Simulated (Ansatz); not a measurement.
Consider the ligand exchange at a Ge–C bond: `O=[CH][GeH2][SiH3]` + silanol → `[SiH3][O][GeH2][SiH3]` + `C=O`.

Calculated with Ansatz (gas phase, PBE0-D4/def2-TZVP geometries, no zero-point term in ΔE). CCSD(T)/CBS adds triple-zeta CCSD(T) − MP2 to the extrapolated MP2 energy (def2 sets, frozen cores). This one scheme is used for every species. DFT in def2-TZVPP. B3LYP here is the variant with VWN-RPA as its local correlation; programs differ in this. For Ge outer-core shells are correlated without core-valence functions, which leaves a few kJ/mol of doubt a bond. Scalar relativity is left out up to krypton. One conformer a species, not always the lowest.

`O=[CH][GeH2][SiH3]`:

Cartesian coordinates in Å:
```
O -0.380 -1.556 -2.263
C 0.445 -0.921 -1.669
Ge 0.457 -0.750 0.332
Si -0.687 1.251 0.937
H 1.239 -0.372 -2.230
H 1.926 -0.681 0.793
H -0.223 -1.994 0.921
H -2.103 1.166 0.498
H -0.637 1.447 2.410
H -0.037 2.410 0.271
```

`O[SiH3]`:

Z-matrix (Å, degrees):
```
Si
O 1 1.648
H 1 1.489 2 111.7
H 1 1.489 2 111.7 3 120.9
H 1 1.481 2 105.9 3 -119.6
H 2 0.957 1 117.9 3 -60.5
```

`[SiH3][O][GeH2][SiH3]`:

Cartesian coordinates in Å:
```
Si 0.762 -0.698 2.268
O 0.321 0.048 0.883
Ge -0.275 -0.546 -0.692
Si -0.631 1.403 -2.010
H 1.899 -1.631 2.034
H 1.173 0.343 3.243
H -0.369 -1.485 2.835
H 0.800 -1.493 -1.268
H -1.561 -1.356 -0.427
H -1.635 2.274 -1.349
H 0.649 2.141 -2.165
H -1.133 1.000 -3.351
```

`C=O`:

Cartesian coordinates in Å:
```
C -0.004 0.002 -0.002
O 1.001 -0.467 0.444
H -0.035 1.022 -0.435
H -0.962 -0.557 -0.007
```

CCSD(T)/CBS gives -54.2 kJ/mol.

Q: Another level gave -59.8 kJ/mol. Which?
A. B3LYP/def2-TZVPP
B. PBE/def2-TZVPP
C. HF/def2-TZVPP
D. CCSD/def2-TZVPP

A: D. CCSD/def2-TZVPP -59.8, PBE -35.2, B3LYP -50.1, HF/def2-TZVPP -77.0 kJ/mol.

Largest T1 diagnostic among the species: 0.015.

The D4 term adds −3.8 kJ/mol with B3LYP and −2.2 kJ/mol with PBE0; it sums over pairs of atoms, weighted by their polarisabilities, and B3LYP, whose exchange is more repulsive, gets the larger term. In def2-TZVPP, CCSD(T) changes the Hartree–Fock value by +20.0 kJ/mol (the triples alone add +2.8 kJ/mol) and MP2 by +18.7 kJ/mol. From PBE to PBE0 (25 % exact exchange), in def2-TZVPP and without D4, ΔE moves by −8.3 kJ/mol.
